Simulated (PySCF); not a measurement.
Species: BF₂H₃SeSi.
Structure used (PBE0-D3(BJ)/def2-SVP), in Å, numbered top down from 1:
```
atom  x, y, z in Å
F1     0.0068   -2.3180    0.1357
B2    -0.4323   -1.0773    0.1248
F3    -1.7345   -0.9106    0.2514
Si4    0.8426    0.4935   -0.0667
Se5   -0.3846    2.3964   -0.4005
H6     1.6822    0.6055    1.1662
H7     1.7709    0.2610   -1.2141
H8    -1.6527    1.6675   -0.2414
```

Computed, not measured: PySCF 2.14.0, density-fitted response routines, TDDFT CAM-B3LYP/def2-SVPD, vertical, gas phase, core orbitals frozen in the response. The CAM-B3LYP/def2-SVPD calculation is non-relativistic and has no spin–orbit coupling, an omission that weighs most on selenium.

Frontier orbitals with the atoms that hold most of them (Löwdin shares over 4%, at most four atoms; ? is withheld):

| orbital | ε (eV) | atoms |
| --- | --- | --- |
| HOMO-3 | -11.85 | Si4 41%, H6 22%, H7 22%, Se5 7% |
| HOMO-2 | -11.15 | Si4 33%, Se5 20%, B2 12%, H7 11% |
| HOMO-1 | -10.21 | ? |
| HOMO | -8.47 | Se5 77%, Si4 11%, H8 7% |
| LUMO | ? | ? |
| LUMO+1 | 0.36 | Se5 44%, Si4 22%, H8 10%, H6 6% |
| LUMO+2 | 0.49 | Se5 36%, B2 26%, Si4 16%, H8 8% |

(1) Give the leading atoms of the LUMO.

(2) Which atoms hold the HOMO-1, and with what shares?

(3) What is the LUMO energy, and the HOMO–LUMO gap?

Results:

(1) B2 (bonded to 2 F and Si) 36%; Si4 (bonded to B, Se and 2 H) 25%; F3 (bonded to B) 13%; F1 (bonded to B) 12%. By element: boron 36%, fluorine 26%, silicon 25%.

(2) Se5 (bonded to Si and H) 48%; Si4 (bonded to B, Se and 2 H) 22%; B2 (bonded to 2 F and Si) 14%; F1 (bonded to B) 7%.

(3) ε(LUMO) = -0.29 eV; the gap is 8.19 eV (0.3008 hartree).

Question: The HOMO–LUMO gap is 8.19 eV. Where does the response calculation put the lowest singlet, and from which orbitals?

Answer: S1 is at 5.26 eV (f = 0.0028), 2.92 eV below the gap, made of HOMO→LUMO+2 (48%), HOMO→LUMO (30%), HOMO→LUMO+3 (15%). Its leading pair isn't HOMO and LUMO; the energies of that pair differ by 8.96 eV. Without the coupling terms of the response equations the lowest excitation would equal the gap.

Question: One configuration dominates each of S4 and S8. Which, and how do the shares of the two leading atoms of either orbital change from the occupied to the empty one?

Answer: 
- S4 (6.46 eV, f 0.028), HOMO-1→LUMO (85%): Se5 48% → at most 13%, Si4 22% → 25%, B2 14% → 36%
- S8 (7.46 eV, f 0.011), HOMO-2→LUMO (81%): Si4 33% → 25%, Se5 20% → at most 13%, B2 12% → 36%

Löwdin shares depend on the basis, the more so with diffuse functions.

One conformer stands for the species.
